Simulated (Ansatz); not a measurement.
AgSiH$_{4}$O$_{4}$ (charge +1), singlet: a pair in one relaxed arrangement.

Input (in.yaml):

```yaml
crystal:
  periodic: [false, false, false]
  atoms:
    - {symbol: Ag, position_ang: [-0.348996, 1.378945, -2.552703]}
    - {symbol: O, position_ang: [-0.801708, 1.274077, -0.227452]}
    - {symbol: Si, position_ang: [0.025375, -0.100238, 0.185559]}
    - {symbol: O, position_ang: [1.122069, 0.373212, 1.259021]}
    - {symbol: O, position_ang: [0.587790, -0.428804, -1.337303]}
    - {symbol: O, position_ang: [-0.869409, -1.371432, 0.588848]}
    - {symbol: H, position_ang: [-0.923165, 1.969173, 0.425274]}
    - {symbol: H, position_ang: [1.652990, -0.232805, 1.778584]}
    - {symbol: H, position_ang: [0.763810, -1.338738, -1.592258]}
    - {symbol: H, position_ang: [-1.208657, -1.523390, 1.472532]}
basis:
  gaussian: {orbitals: def2-SVP}
total_charge: 1
hamiltonian: {xc: pbe0, dispersion: d4}
```

Command:

```bash
ansatz run in.yaml --threads 2 --pin off --events-out ev --progress --plain --max-ram 32768MiB --backend cpu
```

Output of Ansatz 0.2.0:

```
Functional definition: PBE0
  name "PBE0"
  cite "Adamo & Barone, J. Chem. Phys. 110, 6158 (1999) doi:10.1063/1.478522"
  cite "Perdew, Burke & Ernzerhof, Phys. Rev. Lett. 77, 3865 (1996) doi:10.1103/PhysRevLett.77.3865"
  parent pbe
  parameter a = 0.25
  parameter kappa = 0.804
  parameter beta = 0.06672455060314922
  exchange = (1 - a)*pbe_x(kappa = kappa, mu = beta*pi^2/3) + a*exact_x
  correlation = pbe_c(beta = beta)
1342 factors; their error is unknown
mean field evaluation 1: about -20087.1788 eV, gradient 1.1e2 eV
mean field evaluation 2: about -20069.2037 eV, gradient 1.5e2 eV
mean field evaluation 4: about -20107.5645 eV, gradient 6.2e0 eV
mean field evaluation 8: about -20107.6306 eV, gradient 3.9e-2 eV
mean field evaluation 16: about -20107.8016 eV, gradient 3.3e-5 eV
mean field -20107.80162344 eV, -738.9480801041 hartree, gradient 3.3e-5 eV, S^2 0.000000; 0 other end points of the search recorded, 0 dependent functions left out
reference -20107.80166639 eV, -738.9480816825 hartree; 34, 34 occupied and 91, 91 virtual orbitals, 1342 factors
Total energy: -20108.01730851 eV, -738.9560063842 hartree
```

Hardware: 2 CPU threads of an AMD EPYC 7R13, shared host. Wall time 2.5 s; peak host memory 0.75 GiB.
